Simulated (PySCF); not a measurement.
# What settings do to a single point of [Eu(NH3)3]3+

The sound run of [Eu(NH3)3]3+ (singlet in the valence; each metal's 4f electrons, 6 of them, lie in its core potential, out of spins and levels) uses PySCF 2.14.0, RKS BP86, Eu lcecp-1-SVP with ECP52, N def2-SVP, H def2-SVP; non-relativistic Hamiltonian with scalar-relativistic core potentials where named; density fitting; no spin-orbit coupling, grid (50, 194), threshold 1e-8 Eh and 55 cycles, at the relaxed geometry:

```xyz
13

Eu    0.0000    0.0000    0.7560
N     2.3349   -0.0004    0.0096
H     3.0306   -0.2796    0.7422
H     2.5715   -0.6404   -0.7847
H     2.7072    0.9216   -0.3183
N    -1.1671    2.0222    0.0096
H    -1.2732    2.7644    0.7422
H    -0.7312    2.5471   -0.7847
H    -2.1517    1.8837   -0.3183
N    -1.1678   -2.0219    0.0096
H    -1.7574   -2.4848    0.7422
H    -1.8403   -1.9068   -0.7847
H    -0.5555   -2.8053   -0.3183
```

There Eu1 has a Mulliken charge of 1.73 e and the dipole about the centre of mass is 2.61 D. Each run below changes one thing and starts from free metal ions and neutral atoms unless it says otherwise; with 55 cycles, smearing, a level shift and second-order steps follow where DIIS fails, and their cycles count. Energy shifts count from the sound run. On f atoms grids over 110 angular points are at least (60, 302).

```
       change        outcome  cycles  energy shift (eV)  largest force component (eV/Å)  charge on Eu1 (e)  dipole about the centre of mass (D)
grid (30, 86)      converged      10             0.0016                            0.03               1.73                                 2.61
cycle limit 3  not converged       3                  –                               –                  –                                    –
```

**Question.** One further run converged with energy shift (eV) 2.85, largest force component (eV/Å) 3.11, charge on Eu1 (e) 1.77, dipole about the centre of mass (D) 2.74. Which change was it?
A. charge changed by -3, spin kept, limit 96 cycles
B. all coordinates × 1.12
C. start from a density of up to 30 smeared cycles (not counted)

**Answer.** B.

**Question.** And the other changes listed?

**Answer.** 
| change | outcome | cycles | energy shift (eV) | largest force component (eV/Å) | charge on Eu1 (e) | dipole about the centre of mass (D) |
| --- | --- | --- | --- | --- | --- | --- |
| charge changed by -3, spin kept, limit 96 cycles | refused | – | – | – | – | – |
| start from a density of up to 30 smeared cycles (not counted) | converged | 6 | 0.0000 | 0.01 | 1.73 | 2.61 |

Forces carry noise of the integration grid, about 0.01 to 0.03 eV/Å.

A frequency check found unstable modes (2, the lowest at -12 cm⁻¹), so the relaxed geometry is a saddle point, or these are noise. An lcecp potential fixes the number of 4f electrons, so in runs with it no electron can move into or out of that shell.
